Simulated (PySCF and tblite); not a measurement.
Values are calculated unless marked as measured or tabulated.
## Rotation: stationary points, barriers and rates

System: fluorodimethoxyborane, C2H6BFO2, numbered as in [CH3:1][O:2][B:3]([F:4])[O:5][CH3:6].

Motion: rotation about the B3–O5 bond (torsion O2–B3–O5–C6 from 180° to 360°, rising). The path came from a restrained scan, a climbing-image band and a saddle search at GFN2-xTB; energies are PBE0/pcSseg-1 + D3(BJ)//GFN2-xTB, thermal terms GFN2-xTB. Rate constants are transition-state-theory values, counting equivalent paths, without tunnelling. Programs: tblite and PySCF.

```csv
point,symmetry,E(GFN2) kcal/mol,E(DFT) kcal/mol,ZPE change kcal/mol,lowest mode cm⁻¹,dipole D
start,C2,0.0,0.0,0.00,58,0.95
saddle,C1,8.4,7.6,-0.46,173i,1.59
end,Cs,-0.8,-1.4,0.05,35,2.33
```

| Property | Result |
| --- | --- |
| Electronic barrier | 7.6 kcal/mol |
| Barrier with zero-point energy | 7.1 kcal/mol |
| ΔH‡ (298 K) | 6.7 kcal/mol |
| ΔS‡ (298 K, symmetry apart) | -2.7 cal/(mol K) |
| Paths | 2 equivalent paths |
| End point | a different minimum |
| Mean lifetime of the start against this motion at 298 K | 26 ns |
| Cost | 57 s on 1 thread of Arm Neoverse N1 (shared host) (rough), peak memory 0.63 GiB, launched as `OMP_NUM_THREADS=1 python ens_run.py task.json out` |

```
T/K  ΔG‡ kcal/mol    k s⁻¹  ΔG kcal/mol  k back s⁻¹
150           7.3      162         -1.4         1.5
200           7.3    8×10⁴         -1.4        2250
250           7.4  3.4×10⁶         -1.4     1.9×10⁵
298           7.5  3.9×10⁷         -1.5     3.3×10⁶
350           7.6  2.6×10⁸         -1.5     3.1×10⁷
400           7.7    1×10⁹         -1.5     1.6×10⁸
500           7.9  7.1×10⁹         -1.5     1.5×10⁹
```

ΔG and ΔG‡ leave out symmetry numbers and mirror images; rates count paths: 2 out, 2 back.
